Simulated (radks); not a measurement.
Task: All-electron atom: Tb IV in [Xe] 4f7.5 6p0.5 (fractional occupations, a model configuration). Calculated with a radial shooting solver on a logarithmic mesh with Libxc functionals: scalar-relativistic Kohn-Sham, r2SCAN, spin-polarised, spherical densities, finite nucleus; open shells are filled with parallel spins first (spin-orbit coupling, left out, can overturn this in heavy ions); meta-GGA in the generalised Kohn-Sham scheme; Fermi nuclear charge, rms radius 5.06 fm. Some entries of the table are withheld. Estimate them.

| orbital | occ. | eigenvalue (eV) | <1/r> (bohr^-1) |
|---|---|---|---|
| 1s up | 1 | -51966.37 | 73.09 |
| 1s down | 1 | -51966.35 | 73.09 |
| 2s down | 1 | -8668.145 | 16.99 |
| 2s up | 1 | -8668.140 | 16.99 |
| 2p up | 3 | -7703.273 | 15.80 |
| 2p down | 3 | -7703.257 | 15.80 |
| 3s up | 1 | -1962.902 | 6.249 |
| 3s down | 1 | -1959.496 | 6.257 |
| 3p up | 3 | -1663.807 | 5.859 |
| 3p down | 3 | -1660.396 | 5.867 |
| 3d up | 5 | -1273.597 | 5.549 |
| 3d down | 5 | -1270.954 | 5.557 |
| 4s up | 1 | -426.9932 | 2.628 |
| 4s down | 1 | -419.1818 | 2.626 |
| 4p up | 3 | -327.8163 | 2.416 |
| 4p down | 3 | -320.0056 | 2.414 |
| 4d up | 5 | -191.0866 | 2.134 |
| 4d down | 5 | -183.2574 | 2.129 |
| 5s up | 1 | -83.4327 | 1.039 |
| 5s down | 1 | -79.8970 | 1.009 |
| 5p up | 3 | -58.1838 | 0.8949 |
| 5p down | 3 | -55.6972 | 0.8668 |
| 4f up | 7 | -42.3992 | (1) |
| 4f down | 0.5 | -35.2153 | (2) |
| 6p up | 0.5 | -18.8597 | 0.3469 |

Result: 
(1) 4f up <1/r> (bohr^-1): 1.619
(2) 4f down <1/r> (bohr^-1): 1.576
